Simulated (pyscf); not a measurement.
H₃Si–Se–Ge:–Cl [singlet] → H₃Si–Cl + :Ge=Se [singlet] (elimination; singlet surface; Cl–Ge, Se–Si broken, Cl–Si formed). Structures and frequencies: ωB97X-D3(BJ)/def2-SVP in PySCF. Energies in eV from the reactant's lowest minimum found.

```
level                   barrier  reaction energy
----------------------  -------  ---------------
ωB97X-D3(BJ)/def2-TZVP        ?                ?
PBE/def2-TZVP              1.07            +0.64
r²SCAN/def2-TZVP           1.17            +0.67
B3LYP-D3(BJ)/def2-TZVP     1.21            +0.67
M06-2X/def2-TZVP              ?            +0.69
HF/def2-TZVP               1.61            +0.27
```

Q: Some entries are withheld; supply them.

A: 
- ωB97X-D3(BJ)/def2-TZVP, barrier: 1.26
- ωB97X-D3(BJ)/def2-TZVP, reaction energy: +0.96
- M06-2X/def2-TZVP, barrier: 1.27

The functionals in the table span 0.19 eV in this barrier, from PBE to M06-2X. On the product side the descent ends in a complex, 0.24 eV under the separated species and 0.55 eV under the saddle at ωB97X-D3(BJ)/def2-TZVP. This is the saddle that the search found; another between the same sides may lie lower. Elements up to Kr have no core potential and no relativistic terms here.
